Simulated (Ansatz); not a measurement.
`CN(C)[SiH2]` radical, relaxed with UKS PBE0-D4/def2-TZVP in Ansatz from a PBE-D4/def2-SVP geometry. The force threshold is 0.005 eV/Å; the program also tests the step.

Total charge 0; spin multiplicity 2.

Start:

```xyz
12

C     0.544    0.684   -1.083
N     0.062   -0.074    0.054
C    -1.285    0.264    0.467
Si    0.830   -1.585    0.551
H     0.546    1.776   -0.853
H    -0.088    0.542   -1.993
H     1.582    0.390   -1.337
H    -2.039    0.087   -0.339
H    -1.351    1.342    0.745
H    -1.585   -0.332    1.352
H     2.321   -1.335    0.425
H     0.463   -1.760    2.012
```

```tsv
step	energy (eV)	largest force (eV/Å)	largest move (Å)
1	-11564.9170	0.739	0.000
2	-11564.9724	0.399	0.026
3	-11564.9823	0.031	0.019
4	-11564.9825	0.014	0.006
5	-11564.9825	0.005	0.002
6 (rejected)	-11564.9825	0.010	0.003
7	-11564.9825	0.002	0.002
```

End:

```xyz
12

C     0.540    0.680   -1.075
N     0.065   -0.075    0.056
C    -1.275    0.263    0.464
Si    0.822   -1.542    0.553
H     0.535    1.753   -0.848
H    -0.084    0.527   -1.968
H     1.563    0.393   -1.323
H    -2.010    0.083   -0.333
H    -1.335    1.324    0.737
H    -1.569   -0.325    1.336
H     2.296   -1.330    0.415
H     0.450   -1.753    1.985
```

It took 32 s on 4 threads of a server CPU on a shared host, with 0.48 GiB of host memory at the peak.
